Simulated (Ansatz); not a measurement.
A run for Ansatz (a program for electronic structure): R-CCSD(T)/aug-cc-pVDZ on H2 (SMILES [H][H]) with ghost functions.

Ansatz 0.2 input:
```yaml
crystal:
  periodic: [false, false, false]
  atoms:
    - {symbol: H, position_ang: [-0.31464169, -0.21504588, 0.47386967]}
    - {symbol: H, position_ang: [0.00558872, -0.00639791, -0.16753557]}
basis:
  gaussian:
    orbitals: aug-cc-pVDZ
    ghost_atoms:
      - {symbol: N, position_ang: [0.97302799, 0.69628619, 3.30529353]}
      - {symbol: C, position_ang: [-0.10162329, -0.01667039, 3.72155516]}
      - {symbol: O, position_ang: [-0.89303854, -0.56937865, 2.99126184]}
      - {symbol: H, position_ang: [1.15304325, 0.79253010, 2.31898976]}
      - {symbol: H, position_ang: [1.59399156, 1.13314147, 3.96287162]}
      - {symbol: H, position_ang: [-0.18779639, -0.04553007, 4.82310382]}
magnetization: {spin_polarized: false}
correlation: {method: ccsd_t, electrons: outside_noble_gas}
scf: {lower_state_search: off}
```

The log:

```
WARN ansatz: RAYON_NUM_THREADS=1 ignored (pool sized by the plan → 1); use --threads N
Functional definition: HF
these checks for a lower state are left out or cut short: stability, starts, cluster_reference, orbital_swaps, neighbouring_geometries, increment
integrals: 0.16 GiB planned
802 factors; integrals over basis functions are off by at most 1.2e-3 eV
mean field: 0.14 GiB planned
mean field evaluation 1: about -30.6260 eV, gradient 3.7e0 eV
mean field evaluation 2: about -30.6251 eV, gradient 3.7e0 eV
mean field evaluation 4: about -30.7188 eV, gradient 6.1e-2 eV
mean field evaluation 8: about -30.7188 eV, gradient 1.2e-7 eV
mean field -30.71884006 eV, -1.1288965504 hartree, gradient 1.7e-7 eV, S^2 0.000000; 0 other end points of the search recorded, 0 dependent functions left out
reference -30.71884006 eV, -1.1288965504 hartree; 1, 1 occupied and 113, 113 virtual orbitals, 802 factors
second order -0.74865654 eV of doubles, -0.00000000 eV of singles
coupled cluster: 0.48 GiB planned
cycle   1  -0.91410916 eV  change   -1.7e-1 eV  update   2.6e-2
cycle   2  -0.98081879 eV  change   -6.7e-2 eV  update   9.1e-3
cycle   3  -0.98191691 eV  change   -1.1e-3 eV  update   1.3e-3
cycle   4  -0.98197877 eV  change   -6.2e-5 eV  update   1.8e-4
cycle   5  -0.98195633 eV  change    2.2e-5 eV  update   4.4e-5
cycle   6  -0.98194767 eV  change    8.7e-6 eV  update   9.5e-6
cycle   7  -0.98194854 eV  change   -8.7e-7 eV  update   2.7e-6
cycle   8  -0.98194943 eV  change   -8.9e-7 eV  update   5.4e-7
perturbative correction -0.00000000 eV, -0.0000000000 hartree
Total energy: -31.70078949 eV, -1.1649825264 hartree
Checks for a lower state left out: stability, starts, cluster_reference, orbital_swaps, neighbouring_geometries, increment
```

Self-consistency was reached.

Cost: roughly 2.9 core-seconds.
